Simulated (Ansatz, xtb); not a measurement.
# AlGeSi2: where a starting geometry ends

The starting geometry of this gas-phase doublet has its atoms placed at random.

```xyz
4

Al   -0.1388   -1.2669    1.1642
Ge    0.6663    1.6470    0.6610
Si   -1.8166    0.1485    0.1122
Si   -0.2771   -1.0531   -0.9081
```

**Question.** One run relaxed it with r2SCAN-D4/def2-SVP. What is a likely outcome?

**Answer.** It ends as a structure given below by its coordinates. Distances that change by over a tenth: Al1–Si3 (2.43 → 3.01 Å), Al1–Si4 (2.09 → 2.41 Å). Contacts that close: Al1–Ge2 (3.06 → 2.47 Å), Ge2–Si3 (2.95 → 2.33 Å).

The energy falls by 2.28 eV over 10 steps:

```json
{"step": "1", "E − E(last) (eV)": "2.281"}
{"step": "2", "E − E(last) (eV)": "1.231"}
{"step": "3", "E − E(last) (eV)": "0.750"}
{"step": "4", "E − E(last) (eV)": "0.528"}
{"step": "5", "E − E(last) (eV)": "0.273"}
{"step": "6", "E − E(last) (eV)": "0.037"}
{"step": "7", "E − E(last) (eV)": "0.002"}
{"step": "8", "E − E(last) (eV)": "0.000"}
{"step": "9", "E − E(last) (eV)": "0.000"}
{"step": "10", "E − E(last) (eV)": "0.000"}
```

Final geometry (Å):

```xyz
4

Al    0.4934   -1.0824    1.1474
Ge    0.1528    1.3603    1.1275
Si   -1.5037    0.6134   -0.3337
Si   -0.7086   -1.4157   -0.9119
```

From the same start GFN2-xTB ends elsewhere, differing in Al1–Ge2 (4.05 against 2.47 Å here), Al1–Si3 (2.46 against 3.01 Å here), Ge2–Si4 (2.34 against 3.55 Å here), Si3–Si4 (2.57 against 2.25 Å here).

From so rough a start the end depends on the optimiser's path, so another program may land elsewhere. No frequencies were run, so the end isn't proven a minimum. Open shells are spin-unrestricted. Run with Ansatz 0.2.0, 2.4 min on 1 thread of AMD EPYC 9R45 96-Core Processor (Zen 5), with other jobs on the host.
